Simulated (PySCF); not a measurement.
C4H11NOSi2.
Cartesian coordinates in Å at the GFN2-xTB level; atoms count from 1:
```
atom  x, y, z in Å
C1     3.1189   -0.1911    0.4038
Si2    1.3201    0.2255    0.8307
C3     0.4402    1.3420   -0.4593
Si4   -0.8410   -0.0278   -0.8456
N5    -2.3981    0.5395   -0.2438
C6    -3.3561   -0.3895   -0.2781
O7    -3.1402   -1.5046   -0.6890
C8     0.0631   -1.1635    0.3925
H9     3.2060   -0.5488   -0.6172
H10    3.7567    0.6805    0.5056
H11    3.5107   -0.9616    1.0594
H12    1.2169    0.7106    2.2166
H13    0.0448    2.2764   -0.0725
H14    1.0564    1.5978   -1.3152
H15   -1.0129   -0.4062   -2.2436
H16   -2.6028    1.4614    0.1013
H17   -4.3477   -0.0711    0.0899
H18    0.5054   -2.0456   -0.0602
H19   -0.5501   -1.5147    1.2171
```

NICS = −σ at a ghost point: NICS(0) at the centroid of the ring atoms, NICS(1) 1 Å to either side along the normal of their mean plane, zz for the tensor component along that normal. Level: GIAO PBE0/pcSseg-1 (PySCF, non-relativistic, gas phase) on the GFN2-xTB geometry, one conformer.

Ring bond lengths (Å), with Mayer bond orders in brackets: Si2–C3 1.920 (0.90), C3–Si4 1.915 (0.90), Si4–C8 1.908 (0.92), C8–Si2 1.924 (0.91).

Q: What do the NICS probes read (ppm)?

A: 
```
         ring                                                type  NICS(0)  NICS(1), two faces  NICS(1)zz, two faces  rms pucker (Å)  centre to ring atoms, mean (Å)
Si2–C3–Si4–C8  4-membered ring with 2 Si; formal bonds all single      0.6         -0.9 / -1.3             4.8 / 4.4            0.01                            1.36
```

Q: What can be read from them?

A: 
- Si2–C3–Si4–C8: mean NICS(1)zz 4.6 ppm, deshielded. Si2, C3, Si4, C8 have four or more neighbours, so the value isn't read as a sign of a π ring current.

Q: Give the inner angles of the rings and the Hirshfeld charges of the ring atoms.

A: 
- Si2–C3–Si4–C8: Si2 88.1° (+0.375 e), C3 91.5° (-0.271 e), Si4 88.7° (+0.398 e), C8 91.6° (-0.262 e); sum 359.9° against 360° for a flat convex ring.

Q: How shielded are the nuclei of the rings and their hydrogens (means over atoms taken as equivalent)?

A: 
```tsv
atoms	environment	σ isotropic (ppm)
Si2	SiH silicon	363.1
C3 (×2)	sp3 carbon bound to silicon	180.9
Si4	SiH silicon	365.3
H12	Si–H hydrogen	26.69
H13 (×2)	methylene hydrogen	31.09
H14 (×2)	methylene hydrogen	31.16
H15	Si–H hydrogen	25.98
```
